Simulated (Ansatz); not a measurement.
GeH(OAc)3 (C6H10GeO6), relaxed as a singlet with RKS PBE-D4/def2-SVP in Ansatz, starting from the GFN2-xTB geometry. Force threshold 0.03 eV/Å.

Start:

| atom | x (Å) | y (Å) | z (Å) |
| --- | --- | --- | --- |
| Ge1 | 0.5327 | -0.4583 | 0.1587 |
| H2 | 1.6367 | -1.4010 | 0.4970 |
| O3 | -0.4448 | 0.2378 | 1.5191 |
| C4 | -0.9425 | -0.7050 | 2.3022 |
| C5 | -1.7978 | -0.1822 | 3.4146 |
| O6 | -0.6924 | -1.8699 | 2.1037 |
| H7 | -2.2570 | -1.0074 | 3.9498 |
| H8 | -2.5576 | 0.4801 | 3.0078 |
| H9 | -1.1730 | 0.3969 | 4.0915 |
| O10 | -0.8065 | -1.0666 | -0.9023 |
| C11 | -0.3459 | -1.5715 | -2.0353 |
| C12 | -1.4155 | -2.0444 | -2.9699 |
| O13 | 0.8417 | -1.6337 | -2.2471 |
| H14 | -0.9731 | -2.3689 | -3.9066 |
| H15 | -2.1273 | -1.2412 | -3.1424 |
| H16 | -1.9469 | -2.8710 | -2.5031 |
| O17 | 0.9583 | 1.0699 | -0.7215 |
| C18 | 1.8916 | 1.7571 | -0.0838 |
| C19 | 2.2447 | 3.0574 | -0.7370 |
| O20 | 2.3933 | 1.3277 | 0.9279 |
| H21 | 2.9240 | 3.6184 | -0.1028 |
| H22 | 1.3388 | 3.6274 | -0.9267 |
| H23 | 2.7187 | 2.8487 | -1.6939 |

| step | energy (eV) | largest force component (eV/Å) | SCF passes |
| --- | --- | --- | --- |
| 1 | -75139.1852 | 1.196 | 22 |
| 2 | -75139.3610 | 0.377 | 21 |
| 3 | -75139.3839 | 0.238 | 22 |
| 4 | -75139.3941 | 0.056 | 21 |
| 5 | -75139.3952 | 0.095 | 22 |
| 6 | -75139.3958 | 0.019 | 23 |

Force components are those of the run's own axes.

End:

```xyz
23

Ge    0.4809   -0.4109    0.1475
H     1.6098   -1.3745    0.4961
O    -0.5067    0.3248    1.5307
C    -0.9750   -0.6807    2.2879
C    -1.7820   -0.2232    3.4731
O    -0.7347   -1.8500    2.0002
H    -2.1794   -1.0949    4.0204
H    -2.6096    0.4304    3.1343
H    -1.1428    0.3869    4.1421
O    -0.9052   -1.0282   -0.9144
C    -0.3732   -1.5404   -2.0362
C    -1.3926   -2.1040   -2.9893
O     0.8411   -1.5296   -2.2188
H    -0.8953   -2.4688   -3.9041
H    -2.1406   -1.3267   -3.2410
H    -1.9412   -2.9320   -2.4977
O     0.9003    1.1380   -0.7775
C     1.8600    1.7825   -0.0939
C     2.3184    3.0586   -0.7467
O     2.2946    1.3277    0.9608
H     3.0602    3.5663   -0.1071
H     1.4493    3.7202   -0.9308
H     2.7635    2.8285   -1.7354
```

By distances, no bond broke or formed. The bond that changes most is Ge1–O10, from 1.81 to 1.85 Å (atoms count from 1).

No frequencies were taken in this run, so the end may be a saddle point.

Run time 20 s (2 threads of AMD EPYC 7R13 on a shared host and a share (18 GiB) of an NVIDIA H100 80GB HBM3), peak host memory 0.93 GiB.
